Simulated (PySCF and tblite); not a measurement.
Results of a calculation; reference values are marked as such.
2 regioisomers of C₇H₁₂O:

```csv
isomer,SMILES
A,[CH3:1][C@:2]12[CH2:3][CH2:4][C@H:5]([CH2:6][CH2:7]1)[O:8]2
B,[CH3:1][C@@H:2]1[CH2:3][C@H:4]2[CH2:5][CH2:6][C@@H:7]1[O:8]2
```

Protocol: conformer search, at most 6 conformers an isomer, GFN2-xTB geometries, energies PBE0/pcSseg-1 (D3(BJ) added where defined), GIAO shieldings PBE0/pcSseg-1, weights at 298.15 K with GFN2-xTB thermal terms. Programs: PySCF with density fitting and tblite.

What shifts does each isomer give (ppm; of two unlike H on one atom, a is the less shielded)?


A: ¹H (against TMS): 4.42 (H5, 1H), 1.87 (H4a/H6a, 2H), 1.49 (H1, 3H), 1.42 (H3a/H7a, 2H), 1.36 (H3b/H7b, 2H), 1.36 (H4b/H6b, 2H). ¹³C (against TMS): 85.3 (C2), 79.2 (C5), 39.3 (C3/C7), 35.4 (C4/C6), 23.2 (C1).

B: ¹H (against TMS): 4.44 (H4, 1H), 3.92 (H7, 1H), 1.72 (H6a, 1H), 1.68 (H5a, 1H), 1.51 (H2, 1H), 1.46 (H3a, 1H), 1.24 (H6b, 1H), 1.18 (H5b, 1H), 1.13 (H3b, 1H), 1.00 (H1, 3H). ¹³C (against TMS): 84.0 (C7), 79.2 (C4), 42.7 (C3), 41.5 (C2), 32.9 (C6), 32.8 (C5), 23.5 (C1).

Shifts are unscaled: against experiment ¹³C can be off by 15 ppm or more and ¹H by 0.8 ppm.
